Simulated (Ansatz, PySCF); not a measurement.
C4H8OS, SMILES C(C=O)CCS. Atoms are numbered in the order given.

```xyz
14

O      3.0813    -0.5133     0.8002
C      2.3739    -0.2638    -0.1368
C      0.8924    -0.5136    -0.1927
C      0.1148     0.6952    -0.7055
C     -1.3684     0.4359    -0.9180
S     -2.1754     0.0414     0.6722
H      2.8044     0.1866    -1.0738
H      0.5548    -0.8382     0.8026
H      0.7376    -1.3632    -0.8853
H      0.5415     1.0252    -1.6689
H      0.2398     1.5409    -0.0076
H     -1.8423     1.3292    -1.3509
H     -1.5098    -0.4020    -1.6193
H     -3.4205    -0.1155     0.1764
```

Coordinates come from a PBE0-D3(BJ)/def2-SVP optimisation. One conformer was computed; it need not be the lowest.

Two levels are set side by side: PBE-D3(BJ)/def2-SVP (Ansatz, a quantum-chemistry and plane-wave program) and PBE0-D3(BJ)/def2-SVP (Ansatz). Each level has its own optimised geometry; the coordinates shown are those of the second. Frequencies come from the Hessian of PySCF at each geometry. Differences are taken from unrounded values.

```tsv
quantity	PBE0-D3(BJ)
mean bond length (Å)	1.282
bond O1–C2 (Å)	1.200
bond C2–C3 (Å)	1.503
bond C3–C4 (Å)	1.526
bond C4–C5 (Å)	1.521
bond C5–S6 (Å)	1.826
bond C2–H7 (Å)	1.125
bond C3–H8 (Å)	1.100
bond C3–H9 (Å)	1.107
bond C4–H10 (Å)	1.104
bond C4–H11 (Å)	1.104
bond C5–H12 (Å)	1.100
bond C5–H13 (Å)	1.102
bond S6–H14 (Å)	1.349
highest harmonic wavenumber (cm⁻¹)	3146
mean harmonic wavenumber (cm⁻¹)	1380
zero-point energy (kcal/mol)	71.03
```

Q: What does PBE-D3(BJ) give, and how far is it from PBE0-D3(BJ)? (The exact figures need the calculation; the answer reports its results.)

A: 
| quantity | PBE-D3(BJ) | PBE-D3(BJ) minus PBE0-D3(BJ) |
|---|---|---|
| mean bond length (Å) | 1.292 | 0.010 |
| bond O1–C2 (Å) | 1.213 | 0.013 |
| bond C2–C3 (Å) | 1.513 | 0.010 |
| bond C3–C4 (Å) | 1.536 | 0.010 |
| bond C4–C5 (Å) | 1.529 | 0.008 |
| bond C5–S6 (Å) | 1.844 | 0.018 |
| bond C2–H7 (Å) | 1.138 | 0.013 |
| bond C3–H8 (Å) | 1.108 | 0.008 |
| bond C3–H9 (Å) | 1.116 | 0.009 |
| bond C4–H10 (Å) | 1.113 | 0.008 |
| bond C4–H11 (Å) | 1.112 | 0.008 |
| bond C5–H12 (Å) | 1.108 | 0.008 |
| bond C5–H13 (Å) | 1.110 | 0.009 |
| bond S6–H14 (Å) | 1.361 | 0.012 |
| highest harmonic wavenumber (cm⁻¹) | 3053 | -92 |
| mean harmonic wavenumber (cm⁻¹) | 1331 | -50 |
| zero-point energy (kcal/mol) | 68.48 | -2.55 |

GGA bonds tend to be longer and softer than those of functionals with exact exchange. Differences between two approximate levels are no errors against the true value.
